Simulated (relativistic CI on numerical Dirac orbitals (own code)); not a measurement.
Forbidden transitions in Ho XLVIII

Computed by Dirac-Coulomb-Breit CI, KLI orbitals optimised for each configuration, QED by a radiative potential, unscaled Slater integrals (own radial code, finite nucleus).

Configuration list (outside the closed core [Ne]): 3s2 3p6 3d2, 3s2 3p5 3d3, 3s 3p6 3d3, 3s2 3p6 3d 4s, 3s2 3p6 3d 4p, 3s2 3p6 3d 4d, 3s2 3p5 3d2 4s, 3s2 3p6 3d 4f, 3s2 3p5 3d2 4p, 3s2 3p5 3d2 4d, 3s 3p6 3d2 4s, 3p6 3d3 4p, 3s 3p6 3d2 4p, 3s2 3p6 4s2, 3s2 3p6 4s 4p, 3s2 3p6 3d 5s, 3s2 3p6 3d 5d, 3s2 3p6 3d 5g, 3p6 3d4, 3p5 3d5, 3p5 3d4 4s, 3p6 3d3 4s, 3p5 3d3 4s2, 3s2 3p6 4p2, 3s2 3p5 4s 4p2, 3s2 3p6 4s 4d, 3s2 3p5 4s2 4d, 3s 3p6 3d 4s2, 3s 3p6 4s2 4p, 3s 3p6 4s2 4d. Double excitations out of closed p, d and f shells are left out; levels of such configurations are missing from the list, as are those of other unlisted configurations, and high levels can miss mixing partners. These lack a partner that the ground configuration has and come out too high: 3s2 3p5 3d2 4p, 3s2 3p5 3d2 4d.

```
λ vac (nm)                   Lower                       Upper  Type   A (s⁻¹)        gf  Branching (%)
   0.65795    3s2 3p6 3d2 3F_2 [1]    3s2 3p6 3d 4d 3P_0 [375]    E2  3.16e+10  2.05e-04            4.3
   0.66488    3s2 3p6 3d2 3F_2 [1]    3s2 3p6 3d 4d 3G_3 [362]    E2  1.44e+10  6.68e-04            4.0
   0.66493    3s2 3p6 3d2 3F_2 [1]    3s2 3p6 3d 4d 3D_1 [360]    E2  1.41e+10  2.80e-04            2.8
   0.67705    3s2 3p6 3d2 3P_2 [4]    3s2 3p6 3d 4d 3F_3 [378]    E2  7.95e+09  3.82e-04            2.6
   0.67802    3s2 3p6 3d2 1G_4 [5]    3s2 3p6 3d 4d 3F_3 [378]    E2  7.61e+09  3.67e-04            2.5
   0.76535    3s2 3p6 3d2 3F_3 [3]    3s2 3p6 3d 4s 1D_2 [219]    E2  2.69e+09  1.18e-04            8.7
   0.76619    3s2 3p6 3d2 3F_3 [3]    3s2 3p6 3d 4s 3D_3 [217]    E2  3.12e+09  1.92e-04           12.6
   0.76758    3s2 3p6 3d2 3F_2 [1]    3s2 3p6 3d 4s 3D_2 [196]    E2  6.54e+09  2.89e-04           22.8
   0.76807    3s2 3p6 3d2 3F_2 [1]    3s2 3p6 3d 4s 3D_1 [195]    E2  6.25e+09  1.66e-04           25.3
   0.76917  3s2 3p5 3d3 5F°_3 [14]  3s2 3p5 3d2 4s 5G°_5 [379]    E2  2.30e+09  2.25e-04           12.2
   0.76959  3s2 3p5 3d3 3D°_2 [10]  3s2 3p5 3d2 4s 3G°_4 [356]    E2  2.15e+09  1.72e-04            9.5
   0.76988    3s2 3p6 3d2 3P_2 [4]    3s2 3p6 3d 4s 1D_2 [219]    E2  1.43e+09  6.36e-05            4.6
   0.77072    3s2 3p6 3d2 3P_2 [4]    3s2 3p6 3d 4s 3D_3 [217]    E2  2.62e+09  1.63e-04           10.6
   0.77114    3s2 3p6 3d2 1G_4 [5]    3s2 3p6 3d 4s 1D_2 [219]    E2  3.96e+09  1.77e-04           12.7
   0.77147  3s2 3p5 3d3 5G°_4 [15]  3s2 3p5 3d2 4s 5G°_5 [379]    E2  3.46e+09  3.40e-04           18.3
   0.77198    3s2 3p6 3d2 1G_4 [5]    3s2 3p6 3d 4s 3D_3 [217]    E2  4.04e+09  2.53e-04           16.3
   0.77268    3s2 3p6 3d2 3P_1 [6]    3s2 3p6 3d 4s 3D_3 [217]    E2  1.95e+09  1.22e-04            7.9
   0.77434  3s2 3p5 3d3 3F°_3 [13]  3s2 3p5 3d2 4s 3G°_4 [356]    E2  5.11e+09  4.13e-04           22.6
   0.77594  3s2 3p5 3d3 3H°_6 [21]  3s2 3p5 3d2 4s 5G°_5 [379]    E2  1.37e+09  1.36e-04            7.3
   0.77745    3s2 3p6 3d2 3P_0 [2]    3s2 3p6 3d 4s 3D_2 [196]    E2  1.88e+09  8.50e-05            6.5
   0.78913    3s2 3p6 3d2 3F_3 [3]    3s2 3p6 3d 4s 3D_2 [196]    E2  4.61e+09  2.15e-04           16.1
   0.78964    3s2 3p6 3d2 3F_3 [3]    3s2 3p6 3d 4s 3D_1 [195]    E2  4.88e+09  1.37e-04           19.8
   0.79069    3s2 3p6 3d2 3F_4 [7]    3s2 3p6 3d 4s 1D_2 [219]    E2  8.17e+09  3.83e-04           26.3
   0.79157    3s2 3p6 3d2 3F_4 [7]    3s2 3p6 3d 4s 3D_3 [217]    E2  7.19e+09  4.73e-04           29.0
   0.79365  3s2 3p5 3d3 3G°_5 [19]  3s2 3p5 3d2 4s 3G°_4 [356]    E2  1.45e+09  1.23e-04            6.4
   0.79395    3s2 3p6 3d2 3P_2 [4]    3s2 3p6 3d 4s 3D_2 [196]    E2  2.03e+09  9.60e-05            7.1
   0.79408  3s2 3p5 3d3 3G°_3 [20]  3s2 3p5 3d2 4s 3G°_4 [356]    E2  5.20e+08  4.43e-05            2.3
   0.79419    3s2 3p6 3d2 3P_2 [8]    3s2 3p6 3d 4s 1D_2 [219]    E2  7.89e+09  3.73e-04           25.3
   0.79446    3s2 3p6 3d2 3P_2 [4]    3s2 3p6 3d 4s 3D_1 [195]    E2  4.93e+09  1.40e-04           20.0
   0.79459  3s2 3p5 3d3 3H°_6 [21]  3s2 3p5 3d2 4s 3G°_4 [356]    E2  6.36e+09  5.41e-04           28.1
   0.79478  3s2 3p5 3d3 5G°_5 [35]  3s2 3p5 3d2 4s 5G°_5 [379]    E2  8.49e+08  8.85e-05            4.5
   0.79509    3s2 3p6 3d2 3P_2 [8]    3s2 3p6 3d 4s 3D_3 [217]    E2  1.58e+09  1.05e-04            6.3
   0.79528    3s2 3p6 3d2 1G_4 [5]    3s2 3p6 3d 4s 3D_2 [196]    E2  8.34e+09  3.95e-04           29.1
   0.79554  3s2 3p5 3d3 5S°_2 [16]  3s2 3p5 3d2 4s 5D°_0 [350]    E2  7.28e+09  6.91e-05            2.0
   0.79632  3s2 3p5 3d3 5G°_6 [38]  3s2 3p5 3d2 4s 5G°_5 [379]    E2  2.90e+09  3.03e-04           15.4
   0.79654    3s2 3p6 3d2 3P_1 [6]    3s2 3p6 3d 4s 3D_1 [195]    E2  4.43e+09  1.26e-04           17.9
   0.79753  3s2 3p5 3d3 3G°_4 [24]  3s2 3p5 3d2 4s 3G°_4 [356]    E2  1.20e+09  1.03e-04            5.3
   0.79956  3s2 3p5 3d3 3G°_5 [40]  3s2 3p5 3d2 4s 5G°_5 [379]    E2  1.16e+09  1.22e-04            6.1
   0.79995  3s2 3p5 3d3 3I°_7 [42]  3s2 3p5 3d2 4s 5G°_5 [379]    E2  1.28e+09  1.35e-04            6.8
   0.80138  3s2 3p5 3d3 3G°_5 [28]  3s2 3p5 3d2 4s 3G°_4 [356]    E2  2.55e+09  2.21e-04           11.3
   0.80605    3s2 3p6 3d2 1S_0 [9]    3s2 3p6 3d 4s 1D_2 [219]    E2  1.82e+09  8.89e-05            5.9
    1.7451   3s 3p6 3d3 3G_5 [126]          3p6 3d4 1I_6 [168]    E2  2.01e+08  1.19e-04            n/a
    1.7535   3s 3p6 3d3 3H_6 [139]          3p6 3d4 3H_6 [179]    E2  2.23e+08  1.34e-04            n/a
    1.7674   3s 3p6 3d3 3F_4 [153]          3p6 3d4 3F_4 [189]    E2  5.38e+08  2.27e-04            n/a
    1.7846   3s 3p6 3d3 1H_5 [144]          3p6 3d4 3H_6 [179]    E2  2.50e+08  1.55e-04            n/a
```

Terms are leading LS components. Brackets give the number of a level in order of energy, since labels repeat. The list gives strong lines, with weight on those to low levels, among the lowest 400 of 2053 levels, so that lines to higher ones, which can be the strongest, are missing. Levels whose partners in the same complex of configurations lie outside the list can be far off, and so can their lines. Rates are taken at the computed energies, electric ones in the length gauge.

At this charge energies of transitions that change n are usually good to better than 1 %, and those within a shell (Δn = 0) to a few per cent.

LS names give the leading component of a level, which can be under half, so a name can repeat, a term be missing and a line seem to break the LS rules.
